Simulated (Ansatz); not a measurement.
[TmCl6]3- (TmCl6³⁻), relaxed as a triplet with UKS PBE-D4/def2-SVP in Ansatz, starting from the GFN2-xTB geometry. Force threshold 0.03 eV/Å.

In the def2 sets Tm takes a core potential; there is no spin–orbit coupling. With an open 4f shell the SCF may have ended on a state above the lowest. A multiply charged anion in the gas phase is held together partly by the finite basis. The highest occupied level of the charge -3 triplet lies above zero (up to 5.64 eV). It is a level of β spin, whose loss leaves a quartet; that state wasn't run at this geometry and level. The electron is either unbound and held by the finite basis, or the level is raised by self-interaction error. The relaxation made no stability test and no search for a lower SCF solution. No other spin state of charge -3 was run.

Start:

Cartesian coordinates in Å:
```
Tm -0.0006 0.0006 -0.0013
Cl -2.2207 1.2634 0.6589
Cl 2.2234 -1.2618 -0.6408
Cl -1.3887 -1.7184 -1.4403
Cl 1.3899 1.7203 1.4336
Cl -0.2671 -1.5586 2.1076
Cl 0.2637 1.5546 -2.1177
```

Question: Estimate the energy that the relaxation releases and the steps that it takes.

Answer: 7.7 kJ/mol, in 4 steps; 1.8 min on 4 threads of Arm Neoverse V2 on a shared host. The force fell under the threshold at step 3, but the optimiser went on. No frequencies were taken in this run, so the end may be a saddle point.

Question: Does the start keep its bonding and symmetry?

Answer: By distances, no bond broke or formed. The bond that changes most is Tm1–Cl3, from 2.64 to 2.71 Å (atoms count from 1). Point group Oh at the start, Oh at the end, both within 0.05 Å.

Question: Predict the relaxed structure.

Answer: 
| atom | x (Å) | y (Å) | z (Å) |
| --- | --- | --- | --- |
| Tm1 | 0.000 | 0.000 | 0.000 |
| Cl2 | -2.285 | 1.295 | 0.666 |
| Cl3 | 2.286 | -1.295 | -0.666 |
| Cl4 | -1.427 | -1.759 | -1.474 |
| Cl5 | 1.427 | 1.759 | 1.474 |
| Cl6 | -0.271 | -1.593 | 2.166 |
| Cl7 | 0.271 | 1.593 | -2.167 |
Bond lengths: 6 × Cl–Tm 2.70 to 2.71 Å.
